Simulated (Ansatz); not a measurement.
Input and output for `F/C=C(\F)C(F)(F)F`.

```yaml
crystal:
  periodic: [false, false, false]
  atoms:
    - {symbol: F, position_ang: [0.016562, -1.577497, 2.002564]}
    - {symbol: C, position_ang: [-0.065884, -0.542763, 1.286224]}
    - {symbol: C, position_ang: [0.054672, -0.525643, -0.038864]}
    - {symbol: F, position_ang: [0.313816, -1.612444, -0.713085]}
    - {symbol: C, position_ang: [0.021763, 0.733980, -0.919898]}
    - {symbol: F, position_ang: [-0.204107, 1.733846, -0.174308]}
    - {symbol: F, position_ang: [1.174423, 0.892946, -1.537635]}
    - {symbol: F, position_ang: [-0.958604, 0.550011, -1.819786]}
    - {symbol: H, position_ang: [-0.168658, 0.377445, 1.842144]}
basis:
  gaussian: {orbitals: ANO-RCC-VTZP}
magnetization: {spin_polarized: true, initial_magnetization: 2}
hamiltonian: {xc: {name: wPBEh}}
scf: {lower_state_search: full}
```

```sh
$ ansatz run in.yaml --threads 8 --pin off --events-out ev --progress --plain --max-ram 18278MiB
```

It prints (some lines left out):

```
Functional definition: wPBEh
  name "wPBEh"
  cite "Heyd, Scuseria & Ernzerhof, J. Chem. Phys. 118, 8207 (2003) doi:10.1063/1.1564060"
  cite "Krukau, Vydrov, Izmaylov & Scuseria, J. Chem. Phys. 125, 224106 (2006) doi:10.1063/1.2404663"
  cite "Heyd & Scuseria, J. Chem. Phys. 120, 7274 (2004) doi:10.1063/1.1668634"
  cite "Ernzerhof & Perdew, J. Chem. Phys. 109, 3313 (1998) doi:10.1063/1.476928"
  cite "Perdew, Burke & Ernzerhof, Phys. Rev. Lett. 77, 3865 (1996) doi:10.1103/PhysRevLett.77.3865"
  parent pbe
  parameter a = 0.25
  parameter omega = 0.11/bohr
  exchange = wpbe_x - a*pbe_x_sr(omega) + a*exact_x_sr(omega)
  correlation = pbe_c
1793 factors; their error is unknown
96 factors; integrals over basis functions are off by at most 3.0e-6 eV
mean field evaluation 1: about -16708.4527 eV, gradient 3.3e1 eV
mean field evaluation 2: about -16707.8612 eV, gradient 3.7e1 eV
mean field evaluation 4: about -16712.0448 eV, gradient 1.7e0 eV
mean field evaluation 8: about -16712.1176 eV, gradient 2.4e-1 eV
mean field evaluation 16: about -16712.1177 eV, gradient 1.6e-4 eV
mean field evaluation 160: about -16712.1177 eV, gradient 5.6e-4 eV
mean field -16712.11774564 eV, -614.1589992720 hartree, gradient 6.9e-5 eV, S^2 2.008581; 8 other end points of the search recorded, 0 dependent functions left out
reference -16712.11781683 eV, -614.1590018883 hartree; 33, 31 occupied and 221, 223 virtual orbitals, 1793 factors
Total energy: -16712.11781683 eV, -614.1590018883 hartree
Relativity: scalar
```

Run time 36 s (8 threads of an Arm Neoverse V1 on a shared host); peak host memory 1.6 GiB.
